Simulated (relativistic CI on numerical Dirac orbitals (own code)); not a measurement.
# d1 to d9 in one octahedral field

Computed with a parametric ligand-field model without spin-orbit coupling, by exact diagonalisation: B = 600, C = 2480, 10Dq = 10200 cm⁻¹ (Oh; |10Dq|/B = 17.0) for every shell. Energies in cm⁻¹; the field energy is (0.6 n_e − 0.4 n_t2) × 10Dq of the ground term; g labels are left out.

```tsv
Shell	Ground term	Electrons in e	Field energy	First spin-allowed bands	Lowest term of other spin
d1	2T2	0.000	-4080	2E 10200	
d2	3T1	0.046	-7691	3T2 9191, 3T1 17181	1T2 8920
d3	4A2	0.000	-12240	4T2 10200, 4T1 15473	2E 11681
d4	5E	1.000	-6120	5T2 10200	3T1 4549
d5	6A1	2.000	0	none	4T1 10112
d6	?	?	?	?	?
d7	4T1	2.046	-7691	4T2 9191, 4T1 17181	2E 1708
d8	3A2	2.000	-12240	3T2 10200, 3T1 15473	1E 9556
d9	2E	3.000	-6120	2T2 10200
```

(1) Fill in the row of d6.

Answers

(1) Ground term: 5T2; Electrons in e: 2.000; Field energy: -4080; First spin-allowed bands: 5E 10200; Lowest term of other spin: 1A1 611. Every shell keeps the spin of the free ion. Only d4 to d7 can choose; the field needed to pair spins is smallest for d6 and largest for d5, which loses most exchange energy. In the strong-field picture 10Dq must exceed about 6B + 5C = 16000 (d4), 7.5B + 5C = 16900 (d5), 2.5B + 4C = 11420 (d6) and 4B + 4C = 12320 (d7); mixing of terms shifts these bounds somewhat. High-spin d^(n+5) repeats the spin-allowed bands of d^n, since the half-filled shell is spherical.
